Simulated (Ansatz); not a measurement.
CH7AlSiSn (`C[SiH]1[AlH][SnH2]1`). Charge 0, multiplicity 1. Correlated methods include outer-core shells of Sn, which these sets cover unevenly. Sn: def2 effective core potential.

```xyz
11

C    -0.995    0.064    1.899
Si   -0.579   -0.009    0.066
Al    0.178   -1.605   -1.534
Sn    1.437    0.715   -1.477
H    -1.008    1.100    2.244
H    -1.980   -0.375    2.080
H    -0.259   -0.488    2.485
H    -1.548    0.807   -0.738
H     0.500   -3.126   -1.867
H     3.076    0.674   -0.965
H     1.179    2.244   -2.193
```

Question: Give the diagnostics of a CCSD(T)/def2-TZVPP run (frozen core, Ansatz). (An estimate is asked.)

Answer: Ansatz gave: T1 = 0.0150, largest single amplitude 0.022, largest double 0.038, (T) share of the correlation energy 3.7 %, 11 CCSD cycles. The RHF solution is stable towards an unrestricted one. T1 lies under the customary mark of 0.02 for closed shells.
